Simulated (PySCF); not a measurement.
## Electronic absorption of C2H11NSi3

Species: C₂H₁₁NSi₃.
SMILES: `C/N=C/[SiH]([SiH3])[SiH3]`

The calculation used TDDFT CAM-B3LYP/def2-SVPD, vertical, gas phase, core orbitals frozen in the response in PySCF 2.14.0, density-fitted response routines. Isolated species at its PBE0-D3(BJ)/def2-SVP geometry (one conformer only). Torsions of this conformer, `[CH3:1]/[N:2]=[CH:3]/[SiH:4]([SiH3:5])[SiH3:6]`: N2–C3–Si4–Si5 -8°.

```csv
state,E (eV),λ (nm),ν̃ (cm⁻¹),f,"main configurations (H = HOMO, L = LUMO)"
S1,4.45,278.5,35910,0.0037,H→L (88%)
S2,6.09,203.4,49160,0.080,H-1→L (88%)
S3,6.54,189.7,52720,0.063,"H-2→L (33%), H→L+1 (31%), H-1→L+1 (13%)"
S4,6.76,183.3,54560,0.0017,"H→L+1 (30%), H-2→L (18%), H→L+2 (15%)"
S5,6.83,181.6,55080,0.160,"H→L+2 (37%), H→L+1 (19%), H-1→L+1 (15%)"
S6,6.95,178.4,56060,0.133,"H-1→L+1 (19%), H-1→L+2 (18%), H-1→L+4 (12%)"
S7,7.05,175.7,56900,0.097,"H-1→L+1 (24%), H-1→L+2 (23%), H→L+2 (9%)"
S8,7.13,173.9,57500,0.026,H→L+3 (62%)
S9,7.31,169.5,58990,0.037,"H-1→L+3 (28%), H-3→L (14%), H-2→L (10%)"
S10,7.39,167.7,59620,0.037,"H-1→L+2 (31%), H-1→L+4 (26%), H→L+4 (8%)"
```

Triplets, Tamm–Dancoff:

| state | E (eV) | λ (nm) | main configurations (H = HOMO, L = LUMO) |
| --- | --- | --- | --- |
| T1 | 3.65 | 339.4 | H→L (86%) |
| T2 | 4.54 | 273.0 | H-3→L (29%), H-2→L (26%), H-1→L (24%) |
| T3 | 5.82 | 213.1 | H-1→L+1 (51%), H-1→L (15%), H→L+1 (13%) |
| T4 | 5.98 | 207.5 | H-1→L (43%), H-1→L+1 (15%), H-2→L (9%) |

The lowest singlet comes at 278 nm (430 kJ/mol) in the ultraviolet; it is very weak; its leading configuration is HOMO→LUMO (88%). The most intense listed level is S5 at 6.83 eV (182 nm, f = 0.160), 2.38 eV above S1. Löwdin shares by element: HOMO nitrogen 48%, carbon 23%, silicon 9% or more (atoms not listed hold the other 20%); LUMO nitrogen 30%, carbon 28% or more, silicon 21% or more (atoms not listed hold the other 21%). Of the 10 states listed, 8 reach f = 0.01 and none stays under 0.0005. The oscillator strengths of these states sum to 0.638; summed over the whole spectrum of an exact calculation they would give the number of electrons, 72 (Thomas–Reiche–Kuhn). Orbital energies (eV): HOMO-3 -10.51, HOMO-2 -9.77, HOMO-1 -9.02, HOMO -8.61, LUMO 0.10, LUMO+1 0.83, LUMO+2 1.12. The vertical ionisation energy (ΔSCF) is 9.18 eV, 1.79 eV above S10. Singlets were solved by full linear response, triplets in the Tamm–Dancoff approximation.
